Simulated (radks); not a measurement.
Values are calculated unless marked as measured or tabulated.
These are the eigenvalues of the occupied orbitals of an atom or ion with whole-number occupations (hartree). Code: a radial shooting solver on a logarithmic mesh with Libxc functionals. Model: scalar-relativistic Kohn-Sham, SCAN, spin-polarised, spherical densities, finite nucleus; meta-GGA in the generalised Kohn-Sham scheme; Fermi nuclear charge, rms radius of each element as measured or else 0.836 A^(1/3) + 0.57 fm.

1s: -1371.925
2s: -217.9385
2p: -195.3322
3s: -46.65965
3p: -39.35369
3d: -28.77240
4s: -9.62507
4p: -7.25453
4d: -3.80748
5s: -1.72528
5p: -1.15357

Which element is it, and in what charge state? The configuration may be excited. Open shells, if any, are filled with parallel spins first.

Answer. Z = 56, barium, charge +2: Ba2+ in [Xe]. The list shows which subshells hold electrons but not how many an open one holds; the 1s level, -1371.9 hartree, gives Z - s = 52.4 by -(Z - s)^2/2, which with screening and relativity narrows Z to a few neighbours, and the depths of the outer levels then fix element, charge and occupations together.
